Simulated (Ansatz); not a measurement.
Calculated with Ansatz (gas phase, PBE0-D4/def2-TZVP geometries, no zero-point term in ΔE). CCSD(T)/CBS is the MP2 limit (def2-TZVPP, def2-QZVPP) plus CCSD(T) − MP2 in def2-TZVPP, frozen cores. DFT in def2-TZVPP. B3LYP here is the variant with VWN-RPA as its local correlation; programs differ in this. def2 core potentials past Kr. For Sb, Sn outer-core shells are correlated without core-valence functions, which leaves a few kJ/mol of doubt a bond. Each species was taken in one conformer, which may not be the lowest.

Reaction (cleavage of the Si–Sb bond): `[OH][SbH][SiH3]` + `[OH][Sn]([F])([F])[F]` → `[F][Sn]([F])([F])[O][SiH3]` + `[OH][SbH2]`

`[OH][SbH][SiH3]`:

Cartesian coordinates in Å:
```
O 1.478 1.352 0.516
Sb -0.396 1.398 -0.136
Si -0.642 -1.163 0.067
H 1.662 2.150 1.018
H 0.015 1.232 -1.794
H 0.574 -1.850 -0.437
H -1.827 -1.592 -0.725
H -0.864 -1.526 1.492
```

`[OH][Sn]([F])([F])[F]`:

```xyz
6

O    -0.336   -0.277    1.505
Sn    0.137   -0.105   -0.347
F    -0.625    1.459   -1.085
F    -0.455   -1.595   -1.332
F     2.000   -0.011   -0.605
H    -0.721    0.529    1.864
```

`[F][Sn]([F])([F])[O][SiH3]`:

Z-matrix (Å, degrees):
```
Sn
F 1 1.885
F 1 1.884 2 107.6
F 1 1.880 2 108.1 3 116.5
O 1 1.899 2 111.7 3 -122.9
Si 5 1.654 1 138.8 2 58.9
H 6 1.485 5 110.0 1 59.9
H 6 1.485 5 110.0 1 -60.5
H 6 1.481 5 106.7 1 179.7
```

`[OH][SbH2]`:

```xyz
5

O    -1.041   -0.121   -0.602
Sb    0.801   -0.290    0.086
H    -1.184   -0.762   -1.301
H     1.094    1.398    0.085
H     0.330   -0.224    1.732
```

CCSD(T)/CBS gives -0.69 eV.

(1) Another level gave -0.74 eV. Which?
A. B3LYP-D4/def2-TZVPP
B. B97M-V/def2-TZVPP
C. r2SCAN-D4/def2-TZVPP
D. revPBE-D4/def2-TZVPP

Largest T1 diagnostic among the species: 0.015.

## Answers

(1) B. B97M-V -0.74, B3LYP-D4 -0.68, r2SCAN-D4 -0.63, revPBE-D4 -0.44 eV.

Leaving LDA and LC-ωPBE aside and taking each functional with its dispersion term where it has one, the values, not all of them listed here, spread over 0.37 eV, from BHLYP-D4 to PBE-D4. From PBE to PBE0 (25 % exact exchange), in def2-TZVPP and without D4, ΔE moves by −0.10 eV. In def2-TZVPP, CCSD(T) changes the Hartree–Fock value by +0.25 eV (the triples alone add +0.04 eV) and MP2 by +0.26 eV.
